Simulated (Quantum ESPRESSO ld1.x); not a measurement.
Values are calculated unless marked as measured or tabulated.
Q: Radial electron density D(r) = 4 pi r^2 rho(r) of an atom or ion with 7 electrons. Code: ld1.x of Quantum ESPRESSO 7.5. Model: non-relativistic Kohn-Sham, BLYP, spin-unpolarised, spherical densities, point nucleus.

```
   r/bohr * D(r) (the largest magnitude, 8.58, reaches the edge; | marks zero)
  0.01877 |      *
  0.02116 |       *
  0.02386 |         *
   0.0269 |           *
  0.03034 |             *
  0.03448 |                *
  0.03887 |                    *
  0.04383 |                       *
  0.04942 |                           *
  0.05572 |                                *
  0.06333 |                                    *
   0.0714 |                                         *
   0.0805 |                                             *
  0.09077 |                                                 *
   0.1023 |                                                    *
   0.1163 |                                                      *
   0.1311 |                                                      *
   0.1479 |                                                     *
   0.1667 |                                                  *
    0.188 |                                              *
   0.2136 |                                         *
   0.2409 |                                   *
   0.2716 |                             *
   0.3062 |                        *
   0.3453 |                    *
   0.3893 |                  *
   0.4424 |                 *
   0.4989 |                  *
   0.5625 |                    *
   0.6342 |                      *
    0.715 |                        *
   0.8127 |                        *
   0.9163 |                       *
    1.033 |                     *
    1.165 |                 *
    1.313 |             *
    1.493 |         *
    1.683 |     *
    1.898 |   *
    2.139 |  *
    2.412 | *
    2.742 | *
    3.091 | *
    3.485 | *
     3.93 | *
    4.431 |*
    4.996 |*
    5.678 |*
    6.402 *
    7.218 *
    8.138 *
    9.176 *
    10.43 *
    11.76 *
```

What is the nuclear charge?

A: Z = 8. The innermost maximum, from 1s, lies near 1/Z = 0.125 bohr (found: 0.129), and its height grows with Z. The density is that of the oxygen ion O+ in [He] 2s2 2p2 3p1; the configuration itself is not fixed sharply by these data. D(r) has 3 maxima, at r = 0.129, 0.787, 3.24 bohr, and minima at 0.429, 2.83 bohr, inside which lie 2.18, 6.20 electrons.
